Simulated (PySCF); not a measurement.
## Fe⁸⁺ (iron, charge +8) across methods

[Ar], closed-shell 1S. Computed with PySCF 2.14 in an even-tempered Gaussian basis (18 s from 0.4 bohr⁻², ratio 2.5; 12 p from 0.52 bohr⁻², ratio 2.5; 5 d from 4.4 bohr⁻², ratio 2.7; 4 f from 6.5 bohr⁻², ratio 2.7), with no relativity, point nucleus.

| method | E (hartree) | mean ε 2p (eV) | mean ε 3s (eV) | mean ε 3p (eV) | Σ⟨r²⟩ (bohr²) | ⟨S²⟩ |
| --- | --- | --- | --- | --- | --- | --- |
| PBE0 | -1242.741 | -894.70 | -259.73 | -223.85 | 5.920 | 0.000 |
| UHF | -1242.14205 | -932.96 | -275.94 | -233.79 | 5.936 | 0.000 |
| r2SCAN | -1242.926 | -887.73 | -256.64 | -221.32 | 5.920 | 0.000 |
| LDA | -1240.383 | -881.15 | -253.22 | -219.91 | 5.928 | 0.000 |
| M06-2X | -1243.002 | -907.79 | -264.32 | -227.46 | 5.921 | 0.000 |
| PBE | -1242.677 | -881.47 | -253.78 | -220.00 | 5.919 | 0.000 |
| revPBE | -1242.843 | -881.36 | -253.86 | -219.99 | 5.916 | 0.000 |
